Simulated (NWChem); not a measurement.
System: C2H3ClF2Si; SMILES FC(=C)[Si@H](Cl)F

```xyz
9

C     -0.6114    -2.1659     0.7370
C      0.1621    -1.3379     0.0376
F      1.4042    -1.6944    -0.3262
Si    -0.3562     0.3668    -0.5288
F     -1.8756     0.5650    -0.0084
Cl     0.8306     1.7951     0.3357
H     -1.6182    -1.8528     1.0183
H     -0.2569    -3.1557     1.0387
H     -0.3201     0.5441    -1.9969
```
Atoms are numbered in this order, from 1.

Results from NWChem. Pople sets run with spherical d functions. The geometry was optimised at PBE0/def2-SVP.

For level B3PW91/6-31G*:

| Quantity | Value |
|---|---|
| highest occupied level (eV) | -7.75 |
| orbital gap (eV) | 6.92 |

What are these values for level BHandHLYP/6-31G*?


| Property | Value |
|---|---|
| highest occupied level (eV) | -9.07 |
| orbital gap (eV) | 9.56 |
